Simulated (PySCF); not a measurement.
## Radial density of Au²⁺ (gold, charge +2)

BLYP, [Xe] 4f14 5d8 6s1, high-spin 4F determinant (an excited configuration). All numbers are calculated (PySCF 2.14, a scalar-relativistic core potential, in def2-QZVPPD with the def2 core potential (60 electrons)). This is the valence pseudo-density: the core potential removes the inner electrons and smooths the orbitals near the nucleus.

| r (bohr) | 4πr²ρ (e/bohr) | 4πr²(ρα − ρβ) |
| --- | --- | --- |
| 0.0921 | 1.247e-05 | 0.0000 |
| 0.155 | 0.0001724 | 0.0000 |
| 0.260 | 0.007245 | 0.0008 |
| 0.438 | 0.6347 | 0.0453 |
| 0.737 | 11.42 | 0.8055 |
| 1.24 | 13.37 | 1.7449 |
| 2.09 | 3.110 | 1.1365 |
| 3.51 | 0.2602 | 0.1736 |
| 5.90 | 0.002156 | 0.0017 |

Energies and moments cover only the electrons outside the core potential. Spin-orbit coupling, absent here, splits the open shell strongly.
